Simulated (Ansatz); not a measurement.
Consider the formal exchange of groups at a C–I bond: `[SiH3]CCI` + `F[SiH3]` → `F[SiH2]CC[SiH3]` + HI.

Computed with Ansatz on PBE0-D4/def2-TZVP structures; ΔE is electronic, products minus reactants. CCSD(T)/CBS is the MP2 limit (def2-TZVPP, def2-QZVPP) plus CCSD(T) − MP2 in def2-TZVPP, frozen cores. This one scheme is used for every species. DFT in def2-TZVPP. B3LYP here is the variant with VWN-RPA as its local correlation; programs differ in this. def2 core potentials past Kr. For I outer-core shells are correlated without core-valence functions, which leaves a few kJ/mol of doubt a bond. Each species was taken in one conformer, which may not be the lowest.

Q: Is it downhill or uphill in electronic energy at CCSD(T)/CBS, and by how much? (Estimate.)

A: Ansatz gave: Downhill: ΔE = -29.3 kJ/mol.

Q: What do these levels give: LDA (SPW92), B3LYP, CAM-B3LYP, CCSD/def2-SVP, CCSD(T)/def2-TZVPP, MP2/def2-QZVPP? (An estimate is asked.)

A: Ansatz gave: LDA (SPW92) -44.1, B3LYP -29.6, CAM-B3LYP -36.9, CCSD/def2-SVP -42.4, CCSD(T)/def2-TZVPP -33.1, MP2/def2-QZVPP -25.3 kJ/mol.

Largest T1 diagnostic among the species: 0.011.

The D4 term adds −4.6 kJ/mol with B3LYP and −2.8 kJ/mol with PBE0; it sums over pairs of atoms, weighted by their polarisabilities, and B3LYP, whose exchange is more repulsive, gets the larger term. At CCSD(T), def2-SVP lies −11.8 kJ/mol from the extrapolated value and def2-TZVPP −3.8 kJ/mol.
